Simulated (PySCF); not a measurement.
Electron correlation in Ne⁺ (neon, charge +1)

[He] 2s1 2p6, 2S determinant (an excited configuration). Calculation: PySCF 2.14, in x2c-QZVPPall (7s4p3d2f1g, 57 functions); the spin-free X2C one-electron Hamiltonian (Gaussian nucleus). Frozen: nothing; 9 electrons correlated.

| level | correlation energy (mhartree) |
| --- | --- |
| CCSD | -343.94 |
| (T) | -8.76 |
| CCSD(T) | -352.70 |

Diagnostics: T1 = 0.0052, D1 = 0.0162, largest double amplitude 0.060.

**Question.** Is a single reference adequate?

**Answer.** Yes: T1 lies below 0.03 and no double amplitude reaches 0.07.

This basis was not built for core-valence correlation, so the inner-shell part is incomplete.
